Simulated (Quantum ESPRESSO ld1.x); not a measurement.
Hg LXIV, configuration [Ne] 3s2 3p5. Calculated with ld1.x of Quantum ESPRESSO 7.5: scalar-relativistic Kohn-Sham, LDA (Slater exchange, VWN5 correlation), spin-polarised, spherical densities, point nucleus; open shells are filled with parallel spins first.

Normalised radial functions P(r) = r R(r), r in bohr:

| r | 2p down | 3d up | 3d down |
|---|---|---|---|
| 0.001833 | 0.0650 | 0.0003 | 0.0003 |
| 0.002544 | 0.1112 | 0.0008 | 0.0008 |
| 0.003503 | 0.1871 | 0.0018 | 0.0018 |
| 0.004825 | 0.3121 | 0.0042 | 0.0043 |
| 0.006697 | 0.5201 | 0.0102 | 0.0102 |
| 0.009223 | 0.8376 | 0.0236 | 0.0236 |
| 0.0127 | 1.3065 | 0.0538 | 0.0538 |
| 0.01763 | 1.9634 | 0.1216 | 0.1217 |
| 0.02428 | 2.7322 | 0.2588 | 0.2590 |
| 0.03344 | 3.4667 | 0.5203 | 0.5207 |
| 0.04642 | 3.8753 | 0.9798 | 0.9806 |
| 0.06393 | 3.6164 | 1.6266 | 1.6278 |
| 0.08803 | 2.6523 | 2.3257 | 2.3268 |
| 0.1222 | 1.3702 | 2.7151 | 2.7150 |
| 0.1683 | 0.4548 | 2.3801 | 2.3791 |
| 0.2318 | 0.0810 | 1.4218 | 1.4216 |
| 0.3217 | 0.0057 | 0.4843 | 0.4848 |
| 0.4431 | 0.0001 | 0.0808 | 0.0811 |

2p down: eigenvalue -17631.0 eV, 0 radial nodes, <r> = 0.0626 bohr, 90 % of the charge inside 0.102 bohr. 3d up (empty): eigenvalue -6676.7 eV, 0 radial nodes, <r> = 0.148 bohr, 90 % of the charge inside 0.226 bohr. 3d down (empty): eigenvalue -6668.0 eV, 0 radial nodes, <r> = 0.148 bohr, 90 % of the charge inside 0.226 bohr.
